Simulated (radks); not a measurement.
The numbers below are computed, except where a source is named.
Neutral krypton, 36 electrons, occupied as [Kr] (the NIST ground configuration).

Code: a radial shooting solver on a logarithmic mesh with Libxc functionals. Model: scalar-relativistic Kohn-Sham, PBE, spin-polarised, spherical densities, point nucleus; hard spherical wall at 5 bohr.

Energy parts (hartree):
total: -2790.22740
kinetic: 2854.37636
electron-nucleus: -6731.78401
Hartree: 1183.71135
exchange-correlation: -96.53109

Orbitals (lengths in bohr, moments of r in powers of bohr; <r^-3> diverges for s and p1/2; r(90%) holds 90 % of the orbital's charge):
orbital  occ.  eigenvalue (hartree)  <r^-3>  r(90%)
1s          2             -520.2717       -  0.0742
2s          2             -68.47100       -   0.284
2p          6             -60.53271    1495   0.261
3s          2              -9.65483       -   0.788
3p          6              -7.12729   221.8   0.824
3d         10              -2.94583   26.90   0.911
4s          2              -0.81179       -    2.35
4p          6              -0.30381   18.22    2.88
4d          0               0.29198  0.9215    3.79
5s          0               0.28701       -    4.08
5p          0               0.50878   11.23    4.17

The highest occupied level is 4p at -8.267 eV. The pressure on the wall is 5.92 GPa. The density falls to 0.001 e/bohr^3 at r = 3.90 bohr.
